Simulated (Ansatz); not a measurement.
`B[SiH2]O` + `CBO` → `BB(C)O` + silanol at 400 K and 1 bar (formal exchange of groups at a B–Si bond).

Isolated molecules relaxed with PBE0-D4/def2-TZVP in Ansatz; ΔE leaves out vibrations. CCSD(T)/CBS is the MP2 limit (def2-TZVPP, def2-QZVPP) plus CCSD(T) − MP2 in def2-TZVPP, frozen cores. One conformer a species, not always the lowest.

```
   species  CCSD(T)/CBS energy (Eh)  H − E (kJ/mol)  S (J/(mol·K))
`B[SiH2]O`               -392.05150           158.9          327.5
     `CBO`               -141.08489           189.7          293.8
  `BB(C)O`               -166.44417           226.7          345.6
 `O[SiH3]`               -366.69042           120.0          276.4
```

H − E and S are ideal-gas, rigid-rotor, harmonic terms from PBE0-D4/def2-TZVP, for one conformer and one mirror image of each species. 1 Eh = 2625.50 kJ/mol, R = 8.31446 J/(mol·K).

Task: By hand: ΔE, ΔH, ΔS and ΔG.

Result: ΔE = (-166.44417) + (-366.69042) − (-392.05150) − (-141.08489) = 0.00180 Eh = 4.7 kJ/mol. Δ(H − E) = 226.7 + 120.0 − 158.9 − 189.7 = -1.9, so ΔH = 2.8 kJ/mol. ΔS = 345.6 + 276.4 − 327.5 − 293.8 = 0.7 J/(mol·K). ΔG = 2.8 − 400 × (0.7)/1000 = 2.5 kJ/mol.

Task: By hand: the equilibrium constant, and the temperature at which ΔG would vanish if ΔH and ΔS stayed fixed.

Result: log₁₀ K = −ΔG/(RT ln 10) = -0.3. ΔG = 0 at ΔH/ΔS = 4000 K, far beyond where these terms or the molecules hold.

The number of gas molecules stays the same, so ΔS is small and ΔH decides. The sign of ΔG lies within the doubt. A doubt of 5 kJ/mol in ΔE shifts log₁₀ K by 0.7 here. Other conformers and mirror images would add mixing entropy, several J/(mol·K) or more a flexible species. Modes under 60 cm⁻¹, often nearly free rotors, make the harmonic entropy too high. These are equilibria of isolated gas molecules and say nothing of rates. Largest T1 diagnostic: 0.012 (customary marks: 0.02 for closed shells, 0.045 for open ones).
